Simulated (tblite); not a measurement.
Species: C₆H₉N₃.
Atom-mapped SMILES: `[CH2:1]=[CH:2][n:3]1[n:4][n:5][c:6]([CH3:7])[c:8]1[CH3:9]` (hydrogens: H10, H11 on C1; H12 on C2; H13, H14, H15 on C7; H16, H17, H18 on C9)

Geometry (GFN2-xTB, Å), atoms numbered from 1 in this order:
```xyz
18
C6H9N3 angstrom
C      3.226   -0.579    0.327
C      2.124    0.153    0.328
N      0.862   -0.386    0.114
N      0.667   -1.692   -0.112
N     -0.579   -1.900   -0.272
C     -1.258   -0.735   -0.158
C     -2.734   -0.658   -0.296
C     -0.339    0.266    0.094
C     -0.503    1.724    0.307
H      4.189   -0.134    0.495
H      3.178   -1.640    0.156
H      2.124    1.221    0.495
H     -3.009    0.001   -1.120
H     -3.186   -0.273    0.617
H     -3.123   -1.652   -0.493
H      0.044    2.290   -0.448
H     -1.556    1.983    0.238
H     -0.137    2.016    1.291
```

Level: GFN2-xTB in tblite, geometry and Hessian alike; calculated harmonic values, unscaled, isolated species. Against measured fundamentals such values can be off by several per cent, at times by over 20. One conformer, not necessarily the lowest.

Harmonic wavenumbers (cm⁻¹): 46.9, 73.9, 120.4, 147.1, 182.0, 232.8, 271.5, 306.1, 342.9, 511.1, 594.3, 601.1, 668.7, 706.4, 746.7, 781.2, 867.1, 965.2, 995.7, 1003.9, 1011.8, 1036.3, 1039.6, 1121.8, 1177.6, 1257.7, 1284.7, 1313.5, 1365.2, 1388.2, 1402.3, 1421.1, 1452.0, 1472.2, 1474.7, 1480.9, 1481.9, 1593.3, 1685.9, 2989.9, 3001.6, 3003.5, 3013.9, 3055.7, 3067.0, 3079.2, 3129.4, 3168.8.

A = 3328, B = 1322, C = 957.3 MHz; mass 123.080 u (most abundant isotopes); point group Cs, symmetry number 1.

Task: Zero-point energy?

Result: Half the sum of the wavenumbers: 31567 cm⁻¹ = 90.26 kcal/mol.

Task: Give the ideal-gas entropy at 350 K and 1 bar in the rigid-rotor, harmonic-oscillator model (classical rotation).

Result: Translation 41.16, rotation 29.20, vibration 31.62: S = 102.0 cal/(mol K).

Task: And Cp and H(350 K) − H(0)?

Result: Cp = 40.28 cal/(mol K), of which vibrations give 32.33 (their classical limit is 48 R = 95.4); H(350 K) − H(0) = 8.53 kcal/mol without the zero-point energy, 5.74 from vibrations.

Task: What must be added to the electronic energy to get the Gibbs energy at 350 K and 1 bar?

Result: ZPE + [H(350 K) − H(0)] − T·S = 90.26 + 8.53 − 35.69 = 63.10 kcal/mol.

Task: Blend soft modes into free rotors: weight 1/[1 + (100 cm⁻¹/ν̃)⁴] for the oscillator and the rest for a rotor with moment μB/(μ + B), μ = h/(8π²ν), B = 10⁻⁴⁴ kg m². What vibrational entropy results?

Result: 29.13 cal/(mol K) in place of 31.62, which changes −T·S at 350 K by +0.87 kcal/mol.

Task: Which modes carry the vibrational entropy at 350 K?

Result: 46.9 cm⁻¹: 5.26; 73.9 cm⁻¹: 4.36; 120.4 cm⁻¹: 3.41; 147.1 cm⁻¹: 3.02; 182.0 cm⁻¹: 2.61; 232.8 cm⁻¹: 2.15 cal/(mol K); the other 42 give 10.82 together.

Task: How do the functions run with temperature in this model?

Result: 
| T (K) | S (cal/(mol K)) | Cp (cal/(mol K)) | H − H(0) (kcal/mol) | G − H(0) (kcal/mol) | ln q(vib) |
| --- | --- | --- | --- | --- | --- |
| 150 | 76.7 | 22.5 | 2.30 | -9.20 | 2.84 |
| 250 | 90.1 | 31.0 | 4.96 | -17.56 | 5.28 |
| 298.15 | 95.9 | 35.4 | 6.56 | -22.04 | 6.43 |
| 400 | 107.7 | 44.8 | 10.65 | -32.41 | 8.83 |
| 600 | 128.8 | 59.8 | 21.20 | -56.10 | 13.49 |
| 900 | 156.1 | 74.3 | 41.50 | -98.97 | 20.15 |

q(vib) and H(0) count from the zero-point level.

Hindered rotation and anharmonicity are outside this model. Other conformers, if any are populated, would add a mixing term that is left out.
